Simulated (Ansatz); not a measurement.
O2Ti (SMILES [O]=[Ti]=[O]), singlet, at a GFN2-xTB geometry (such geometries of metal compounds can be far from the true shape); B3LYP/def2-SVP run with Ansatz (a quantum-chemistry and plane-wave program).

Here is a job for Ansatz.
Ansatz 0.2 input:
```yaml
crystal:
  periodic: [false, false, false]
  atoms:
    - {symbol: Ti, position_ang: [0.23899428, 0.04573060, 0.28655580]}
    - {symbol: O, position_ang: [0.69526851, 0.11672313, -1.27662119]}
    - {symbol: O, position_ang: [-1.35250277, -0.24248227, 0.48859274]}
basis:
  gaussian:
    orbitals: def2-SVP
hamiltonian:
  xc: b3lyp
```

What the program printed (banner, timings and long lists left out):

```
Functional definition: B3LYP
606 factors; integrals over basis functions are off by at most 7.8e-4 eV
mean field evaluation 1: about -27183.4114 eV, gradient 1.0e2 eV
mean field evaluation 2: about -26653.4044 eV, gradient 4.3e2 eV
mean field evaluation 4: about -27203.0811 eV, gradient 2.3e1 eV
mean field evaluation 8: about -27204.0922 eV, gradient 3.2e-1 eV
mean field evaluation 16: about -27204.1431 eV, gradient 1.5e-4 eV
mean field -27204.14308534 eV, -999.7338187559 hartree, gradient 1.0e-5 eV, S^2 0.000000; 0 other end points of the search recorded, 0 dependent functions left out
reference -27204.14334427 eV, -999.7338282711 hartree; 19, 19 occupied and 40, 40 virtual orbitals, 606 factors
Total energy: -27204.14334427 eV, -999.7338282711 hartree
```
